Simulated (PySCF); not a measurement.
CH10FNSi3, SMILES N([Si@H]([SiH2]F)C)[SiH3]. Atoms are numbered in the order given.

```xyz
16

C     -1.6639     1.9829    -0.6795
Si    -0.4944     1.0347     0.4555
N      1.1593     0.9950    -0.1158
Si     1.9401    -0.1957    -1.1257
Si    -1.2297    -1.1969     0.6776
F      0.1009    -2.1214     0.9495
H     -1.3320     3.0274    -0.7981
H     -2.6893     1.9955    -0.2730
H     -1.6965     1.5205    -1.6792
H     -0.4952     1.6929     1.7988
H      1.7546     1.7447     0.2311
H      2.6941     0.4688    -2.2319
H      0.8581    -1.0360    -1.7108
H      2.9022    -1.0662    -0.3892
H     -2.1543    -1.3845     1.8348
H     -1.9045    -1.7213    -0.5461
```

Coordinates come from a B3LYP-D3(BJ)/def2-SVP optimisation. The structure was generated by enumeration; whether it is a known compound was not checked. One conformer was computed; it need not be the lowest.

Computed with SMD-ωB97X/def2-SVP (PySCF).

Solvation free energies are E(SMD) − E(gas) at the gas-phase geometry, for 1 M in both phases. In vacuum the dipole moment is 2.30 D.

| solvent | ΔG(solv) (kcal/mol) | its non-electrostatic (CDS) part | dipole (D) |
|---|---|---|---|
| water | 1.5 | 5.8 | 3.02 |
| cyclohexanone | (withheld) | (withheld) | (withheld) |
| toluene | -1.9 | 0.0 | 2.62 |

Question: Some entries are withheld; supply them. (The exact figures need the calculation; the answer reports its results.)

Answer: 
- cyclohexanone, ΔG(solv) (kcal/mol): -2.4
- cyclohexanone, its non-electrostatic (CDS) part: 1.5
- cyclohexanone, dipole (D): 2.95
